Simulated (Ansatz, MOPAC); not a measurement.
Species: GeI, charge 0, multiplicity 2. SMILES: [I][Ge]
Structure (B3LYP-D3(BJ)/def2-TZVP (Ansatz, an electronic-structure program) minimum search):
```xyz
2

Ge     0.0000     0.0000    -1.5933
I      0.0000     0.0000     0.9620
```
Charge 0, spin multiplicity 2.

Property: size of the dipole moment, in D. Conventions: def2 sets with scalar-relativistic core potentials past Kr; PM7 with its own dispersion and hydrogen-bond terms; no spin-orbit coupling; LANL2DZ with its own core potentials from Na on; STO-3G and 3-21G all-electron and non-relativistic; UHF or UKS for open shells. Ab initio and DFT rows: single points at B3LYP-D3(BJ) geometries (Ansatz). Semi-empirical rows: dipoles at the shared geometry.

| level | program | size of the dipole moment (D) |
|---|---|---|
| PM7 | MOPAC | 4.88 |
| SVWN5/LANL2DZ | Ansatz | 1.41 |
| B3LYP/STO-3G | Ansatz | 1.84 |
| B3LYP/LANL2DZ | Ansatz | 1.82 |
| B3LYP/def2-SVP | Ansatz | 1.34 |
| PBE0/LANL2DZ | Ansatz | 1.88 |

No value to compare with is used here. The 6 habitual levels span 1.34 (B3LYP/def2-SVP) to 4.88 D (PM7).

The levels are drawn from those run, B3LYP/6-31G* more often than the rest, none by its result; runs whose electronic state is in doubt are left out.
